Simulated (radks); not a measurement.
Question: Excited configurations of H I: one electron is placed in a higher orbital outside the bare nucleus. The ground configuration is 1s1. Method: scalar-relativistic Kohn-Sham, r2SCAN, spin-unpolarised, spherical densities, finite nucleus; meta-GGA in the generalised Kohn-Sham scheme; Gaussian nuclear charge, rms radius 0.8783 fm; without spin polarisation the odd electron is poorly described; computed with a radial shooting solver on a logarithmic mesh with Libxc functionals. Excitation = E - E(ground); binding = E(ion) - E, where the ion is the core of charge +1; n* = 1/sqrt(2 binding) in atomic units, and the quantum defect is n - n*.

| outer orbital | excitation (eV) | binding (eV) | n* | quantum defect | eigenvalue (eV) | <r> (bohr) |
|---|---|---|---|---|---|---|
| 4p | 11.445 | 0.878 | 3.937 | 0.063 | -0.552 | 23.06 |
| 4d | 11.465 | 0.858 | 3.981 | 0.019 | -0.480 | 21.45 |

Estimate the row for 3p.

Answer: excitation (eV) 10.838; binding (eV) 1.485; n* 3.027; quantum defect -0.027; eigenvalue (eV) -0.864; <r> (bohr) 12.77. The Delta-SCF ionisation energy is 12.323 eV (NIST Atomic Spectra Database: 13.598 eV, theoretical). Self-interaction in the functional shifts the binding energies and quantum defects, so they are the method's values and not measured ones. Spin polarisation and multiplet splitting are left out, so open shells lie too high by an amount that depends on their filling.
